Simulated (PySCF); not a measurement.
From results back to the method.

Species: C₂H₅AlBN.
SMILES with atom numbers: `[CH:1]#[C:2][BH:3][NH:4][AlH2:5]` (hydrogens: H6 on C1; H7 on B3; H8 on N4; H9, H10 on Al5)

Structure used (PBE0-D3(BJ)/def2-SVP), in Å, numbered top down from 1:
```xyz
10
C2H5AlBN angstrom
C      1.629    0.086   -0.133
C      0.946   -0.916   -0.305
B     -0.279   -1.869   -0.539
N     -1.418   -1.084   -0.610
Al    -0.817    0.676   -0.379
H      2.306    0.910    0.022
H     -0.181   -3.068   -0.629
H     -2.331   -1.499   -0.756
H     -1.013    1.330    1.057
H     -0.681    1.575   -1.682
```

The closed-shell ground state was solved 5 times with PySCF (density fitting, gas phase), always with PBE0, in these basis sets: 6-31G, 6-31G*, STO-3G, aug-cc-pVDZ and def2-SVP.

```json
{"row": "P", "total energy (Eh)": "-400.7412", "HOMO (eV)": "-7.74", "LUMO (eV)": "-1.20", "dipole (D)": "0.59"}
{"row": "Q", "total energy (Eh)": "-400.9470", "HOMO (eV)": "-7.74", "LUMO (eV)": "-1.32", "dipole (D)": "0.77"}
{"row": "R", "total energy (Eh)": "-396.0597", "HOMO (eV)": "-5.26", "LUMO (eV)": "2.39", "dipole (D)": "0.85"}
{"row": "S", "total energy (Eh)": "-400.8545", "HOMO (eV)": "-7.73", "LUMO (eV)": "-0.93", "dipole (D)": "0.50"}
{"row": "T", "total energy (Eh)": "-400.9107", "HOMO (eV)": "-7.64", "LUMO (eV)": "-0.93", "dipole (D)": "0.71"}
```

Question: Which basis belongs to which row?

Answer: P = def2-SVP, Q = aug-cc-pVDZ, R = STO-3G, S = 6-31G, T = 6-31G*. From the lowest total energy up: aug-cc-pVDZ (164 functions) 0 eV; 6-31G* (84 functions) +0.99 eV; 6-31G (59 functions) +2.52 eV; def2-SVP (99 functions) +5.60 eV; STO-3G (34 functions) +132.99 eV.

One conformer stands for the species.
